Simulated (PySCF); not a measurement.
# BeO: mean field, correlation and small terms against distance

State: ¹Σ⁺, singlet, closed shell. RHF-based CCSD(T) in PySCF 2.14 with Be aug-cc-pVTZ, O aug-cc-pVTZ and Be aug-cc-pVQZ, O aug-cc-pVQZ (frozen core orbitals: 2; no relativity). Correlation energies are extrapolated as n⁻³ (n = 3, 4), Hartree–Fock as (n+1)·exp(−9√n). CV is the change on freezing 0 orbitals instead, in Be cc-pCVTZ, O cc-pwCVTZ. SR is the spin-free X2C energy in Be cc-pVTZ-DK, O cc-pVTZ-DK less the non-relativistic one in Be cc-pVTZ, O cc-pVTZ. All energies in eV from Be + O.

```
 R (Å)  HF/CBS  CCSD corr.      (T)       CV      SR   total
1.1713  -1.146      -2.290  -0.2744  -0.0826  0.0091  -3.783
1.2245  -1.558      -2.377  -0.3030  -0.0668  0.0100  -4.294
1.2777  -1.710      -2.467  -0.3356  -0.0540  0.0107  -4.556
1.3310  -1.668      -2.559  -0.3726  -0.0435  0.0112  -4.632
1.3842  -1.484      -2.652  -0.4142  -0.0350  0.0113  -4.574
1.4508  -1.115      -2.768  -0.4724  -0.0264  0.0113  -4.371
1.5173  -0.650      -2.880  -0.5351  -0.0196  0.0110  -4.073
```

A fit to the total gives Re = 1.3318 Å, De = 4.632 eV, ωe = 1486.6 cm⁻¹, Be = 1.649 cm⁻¹ (masses 9.0122 and 15.9949 u).

**Question.** At R = 1.3310 Å the CCSD correlation energy is -0.294572 hartree in the smaller basis and -0.310607 in the larger. Extrapolate it.

**Answer.** (4³·E4 − 3³·E3)/(4³ − 3³) = -0.32231 hartree; the larger basis holds 96.4 % of it.

The T1 diagnostic is 0.041, large enough to doubt a single reference. The open-shell atoms are computed with UHF. Spin–orbit coupling, excitations beyond (T) and corrections to the Born–Oppenheimer picture are left out.
